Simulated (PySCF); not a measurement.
## Be (beryllium, neutral) across methods

[He] 2s2, closed-shell 1S. Computed with PySCF 2.14 in an even-tempered Gaussian basis (21 s from 0.022 bohr⁻², ratio 2.2; 10 p from 0.057 bohr⁻², ratio 2.4; 7 d from 0.17 bohr⁻², ratio 2.4; 6 f from 0.26 bohr⁻², ratio 2.4; 6 g from 0.39 bohr⁻², ratio 2.4), with scalar relativity by spin-free X2C-1e.

```json
{"method": "M06", "E (hartree)": "-14.6663", "mean ε 1s (eV)": "-112.29", "mean ε 2s (eV)": "-6.325", "Σ⟨r²⟩ (bohr²)": "16.72", "⟨S²⟩": "0.000"}
{"method": "UHF", "E (hartree)": "-14.57554", "mean ε 1s (eV)": "-128.80", "mean ε 2s (eV)": "-8.417", "Σ⟨r²⟩ (bohr²)": "17.31", "⟨S²⟩": "0.000"}
{"method": "LDA", "E (hartree)": "-14.4497", "mean ε 1s (eV)": "-104.95", "mean ε 2s (eV)": "-5.599", "Σ⟨r²⟩ (bohr²)": "17.00", "⟨S²⟩": "0.000"}
{"method": "PBE", "E (hartree)": "-14.6326", "mean ε 1s (eV)": "-106.20", "mean ε 2s (eV)": "-5.610", "Σ⟨r²⟩ (bohr²)": "16.77", "⟨S²⟩": "0.000"}
{"method": "r2SCANh", "E (hartree)": "-14.6523", "mean ε 1s (eV)": "-110.70", "mean ε 2s (eV)": "-6.064", "Σ⟨r²⟩ (bohr²)": "16.89", "⟨S²⟩": "0.000"}
{"method": "PBE0", "E (hartree)": "-14.6392", "mean ε 1s (eV)": "-111.99", "mean ε 2s (eV)": "-6.493", "Σ⟨r²⟩ (bohr²)": "16.74", "⟨S²⟩": "0.000"}
{"method": "r2SCAN", "E (hartree)": "-14.6516", "mean ε 1s (eV)": "-108.64", "mean ε 2s (eV)": "-5.743", "Σ⟨r²⟩ (bohr²)": "16.89", "⟨S²⟩": "0.000"}
```
